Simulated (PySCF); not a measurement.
Diatomic HfS, closed-shell singlet (lowest of 2S+1 = 1, 3, 5, 7 at CCSD(T)/def2-TZVPP on PBE0 minima; our sources give no spin for the ground state, which may be another). No spin–orbit coupling.

The constants come from a fifth-degree fit in 1/R (seven points, main isotopes). In def2 and cc sets the state is the lowest found near the PBE0 minimum, followed along R. The singlet is held restricted.

Rows in LANL2DZ carry no dispersion term and start afresh at each structure. LANL2DZ brings its own core potentials from Na on.

Codes used: PySCF for LANL2DZ rows. Values without a source in brackets are computed.

Energies at BP86/LANL2DZ:

| R (Å) | E (hartree) |
|---|---|
| 2.010669 | -59.03653479 |
| 2.064719 | -59.04852921 |
| 2.114445 | -59.05522323 |
| 2.170657 | -59.05872299 |
| 2.226870 | -59.05875796 |
| 2.291730 | -59.05545371 |
| 2.367400 | -59.04823943 |

Task: With a reduced mass of 27.1485 u, find the minimum, the force constant and the constants.

Result: A fifth-degree polynomial in 1/R puts the minimum at r_e = 2.1988 Å with force constant 423 N/m. Then ω_e = (1/2πc)√(k/μ) = 514 cm⁻¹ and B_e = h/(8π²cμr_e²) = 0.1284 cm⁻¹; the cubic and quartic terms give α_e = 0.00041 and ω_e x_e = 1.3 cm⁻¹.
